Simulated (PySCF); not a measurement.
Ionisation energy of P⁺ by level of theory

P⁺ [Ne] 3s2 3p2 (3P) → P²⁺ [Ne] 3s2 3p1 (2P), as a difference of total energies. Calculation: PySCF 2.14, in dyall-av2z; the non-relativistic Hamiltonian (point nucleus). Correlated levels: valence: [Ne] frozen; virtual orbitals above 40 to 60 times the deepest correlated orbital energy dropped. The calculations carry no spin-orbit coupling.

```tsv
method	ionisation energy (eV)
UHF	19.142
MP2 (valence)	19.476
SCS-MP2 (valence)	19.393
CCSD (valence)	19.507
CCSD(T) (valence)	19.519
CCSDT (valence)	19.522
```

Task: How much does correlation contribute at CCSD(T) (valence)?

Result: 19.519 − (19.142) = 0.377 eV, measured against UHF.

A first-order spin-orbit estimate (lowest level to lowest level, LS coupling) adds -0.006 eV.

Errors of the correlated levels include the incompleteness of this basis and the frozen core.

For comparison: 19.769 eV (semi-empirical (NIST evaluation); NIST Atomic Spectra Database, ionization energies).
